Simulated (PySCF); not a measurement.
Bonds broken one at a time in the series Al F-H. Gas-phase values, no solvent. Strings in code marks are SMILES.

Method: B3LYP-D3(BJ)/def2-TZVP // PBE0-D3(BJ)/def2-TZVP in PySCF. B3LYP has the VWN-RPA correlation part, as in Gaussian. 

```
species                         HOMO (eV)  dipole moment (D)  LUMO (eV)
------------------------------  ---------  -----------------  ---------
whole molecule (`[F][AlH][F]`)      -9.93               1.35        [?]
radical fragment (`[F][AlH]`)           –               1.61          –
whole molecule (`[F][AlH2]`)        -8.61               1.35      -1.62
whole molecule (`[AlH3]`)           -8.40                [?]      -1.98
```

Problem. Complete the blanks.

Solution. 
- whole molecule (`[F][AlH][F]`), LUMO (eV): -1.15
- whole molecule (`[AlH3]`), dipole moment (D): 0.00
